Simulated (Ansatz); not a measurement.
A single Ga atom.

ROHF on doublet Ga was run in several spherical basis sets with Ansatz (development build ahead of 0.2.0).

Task: Rank the basis sets by the total energy that they give, lowest first, with the distance from the lowest.
A. 6-31G
B. cc-pVDZ
C. STO-3G
D. def2-SVP
E. pcseg-2

Result: E (0.00 eV), B (1.09 eV), D (7.02 eV), A (9.12 eV), C (607.90 eV).

Totals follow the description of the cores as much as that of the bonds, so this order isn't one of quality for chemistry.
